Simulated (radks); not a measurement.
Coulomb parameter of the 5d shell of the tungsten ion W+ in the model configuration [Xe] 4f14 5d3.5 6s1.5, as a second difference U = [E(n + 0.5) + E(n - 0.5) - 2 E(n)] / (0.5)^2 with all orbitals relaxed. "Bare": the charge of the atom changes with n. "Screened": the 6s shell takes up the change at fixed total charge, which measures U(5d,5d) + U(6s,6s) - 2 U(5d,6s). All-electron calculation, scalar-relativistic Kohn-Sham, r2SCAN, spin-unpolarised, spherical densities, finite nucleus; meta-GGA in the generalised Kohn-Sham scheme; Fermi nuclear charge, rms radius 5.3658 fm. Program: a radial shooting solver on a logarithmic mesh with Libxc functionals.

| case | configuration | E - E(n) (eV) |
|---|---|---|
| start | [Xe] 4f14 5d3.5 6s1.5 | 0.000 |
| bare +0.5 | [Xe] 4f14 5d4 6s1.5 | -5.133 |
| bare -0.5 | [Xe] 4f14 5d3 6s1.5 | 7.549 |
| screened +0.5 | [Xe] 4f14 5d4 6s1 | 0.107 |
| screened -0.5 | [Xe] 4f14 5d3 6s2 | 0.037 |

U(bare) = 9.668 eV, U(screened by 6s) = 0.575 eV, against the Slater integral F0(5d,5d) = 12.899 eV with frozen orbitals.
